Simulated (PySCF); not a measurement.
## Correlation energy of Al³⁺ (aluminium, charge +3)

[Ne], closed-shell 1S. All numbers are calculated (PySCF 2.14, the spin-free X2C one-electron Hamiltonian (Gaussian nucleus), in aug-cc-pCVTZ-DK (8s7p5d3f, 75 functions)). Frozen: 1s2; 8 electrons correlated.

| level | correlation energy (mhartree) |
| --- | --- |
| CCSD | -269.97 |
| (T) | -1.77 |
| CCSD(T) | -271.74 |

Diagnostics: T1 = 0.0015, D1 = 0.0022, largest double amplitude 0.013.

Problem. Is a single reference adequate?

Solution. Yes: T1 lies below 0.03 and no double amplitude reaches 0.07.
